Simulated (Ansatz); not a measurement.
`BBBr` + NH₃ → `BBN` + HBr at 400 K and 1 bar (ligand exchange at a B–Br bond).

Program: Ansatz. Geometries: PBE0-D4/def2-TZVP. ΔE: electronic, gas phase. CBS: MP2 limit from def2 TZ/QZ plus the TZ coupled-cluster correction, frozen cores. This one scheme is used for every species. For Br outer-core shells are correlated without core-valence functions, which leaves a few kJ/mol of doubt a bond. Scalar relativity is left out up to krypton. One conformer a species, not always the lowest.

| species | CCSD(T)/CBS energy (Eh) | H − E (kJ/mol) | S (J/(mol·K)) |
| --- | --- | --- | --- |
| `BBBr` | -2624.69394 | 107.1 | 314.0 |
| NH₃ | -56.50880 | 104.2 | 203.1 |
| `BBN` | -107.29684 | 179.4 | 296.3 |
| HBr | -2573.91920 | 27.6 | 207.2 |

H − E and S are ideal-gas, rigid-rotor, harmonic terms from PBE0-D4/def2-TZVP, for one conformer and one mirror image of each species. 1 Eh = 2625.50 kJ/mol, R = 8.31446 J/(mol·K).

Problem. By hand: ΔE, ΔH, ΔS and ΔG.

Solution. ΔE = (-107.29684) + (-2573.91920) − (-2624.69394) − (-56.50880) = -0.01330 Eh = -34.9 kJ/mol. Δ(H − E) = 179.4 + 27.6 − 107.1 − 104.2 = -4.3, so ΔH = -39.2 kJ/mol. ΔS = 296.3 + 207.2 − 314.0 − 203.1 = -13.6 J/(mol·K). ΔG = -39.2 − 400 × (-13.6)/1000 = -33.8 kJ/mol.

Problem. By hand: the equilibrium constant, and the temperature at which ΔG would vanish if ΔH and ΔS stayed fixed.

Solution. log₁₀ K = −ΔG/(RT ln 10) = 4.4. ΔG = 0 at ΔH/ΔS = 2882 K, far beyond where these terms or the molecules hold.

The number of gas molecules stays the same, so ΔS is small and ΔH decides. A doubt of 5 kJ/mol in ΔE shifts log₁₀ K by 0.7 here. Other conformers and mirror images would add mixing entropy, several J/(mol·K) or more a flexible species. These are equilibria of isolated gas molecules and say nothing of rates. Largest T1 diagnostic: 0.013 (customary marks: 0.02 for closed shells, 0.045 for open ones).
